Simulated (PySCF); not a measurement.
C3H6BFN2, SMILES N1CN(B(F)C=1)C. Atoms are numbered in the order given.

```xyz
13

C      0.9539    -1.8739     0.0000
N      0.4409    -0.5265     0.0000
C      1.3354     0.6192     0.0000
N      0.5422     1.8307     0.0000
C     -0.7081     1.5173     0.0000
B     -0.8779    -0.0490     0.0000
F     -1.9757    -0.8101     0.0000
H      1.5744    -2.0735     0.8921
H      1.5744    -2.0735    -0.8921
H      0.1158    -2.5850     0.0000
H      1.9966     0.6203    -0.8881
H      1.9966     0.6203     0.8881
H     -1.4556     2.3224     0.0000
```

Geometry: B3LYP-D3(BJ)/def2-SVP. The structure was generated by enumeration, and PubChem lists no compound with its InChIKey, so it may never have been made. One conformer was computed; it need not be the lowest.

Calculation: TDA-PBE/def2-SVPD (PySCF).

Vertical excitations.  State labels are in the subgroup Cs.

| state | symmetry | energy (eV) | λ (nm) | f | main pairs |
|---|---|---|---|---|---|
| S1 | A" | 4.26 | 291 | 0.001 | HOMO→LUMO 99 % |
| S2 | A' | 5.02 | 247 | 0.105 | HOMO−1→LUMO 93 % |
| S3 | A' | 5.71 | 217 | 0.005 | HOMO→LUMO+1 99 % |
| S4 | A" | 6.14 | 202 | 0.004 | HOMO−1→LUMO+1 100 % |
| S5 | A' | 6.56 | 189 | 0.010 | HOMO→LUMO+2 99 % |
| S6 | A' | 6.71 | 185 | 0.012 | HOMO→LUMO+3 100 % |
| S7 | A" | 6.99 | 177 | 0.001 | HOMO−3→LUMO 82 % |
| S8 | A" | 7.00 | 177 | 0.019 | HOMO−1→LUMO+2 90 % |
| S9 | A' | 7.04 | 176 | 0.124 | HOMO−2→LUMO 71 % |
| S10 | A" | 7.15 | 173 | 0.001 | HOMO−1→LUMO+3 100 % |
| T1 | A" | 3.43 | 362 | 0 | HOMO→LUMO 100 % |
| T2 | A' | 3.95 | 314 | 0 | HOMO−1→LUMO 96 % |
| T3 | A' | 4.71 | 263 | 0 | HOMO−2→LUMO 95 % |
| T4 | A' | 5.66 | 219 | 0 | HOMO→LUMO+1 100 % |
Triplets are in the Tamm–Dancoff approximation.
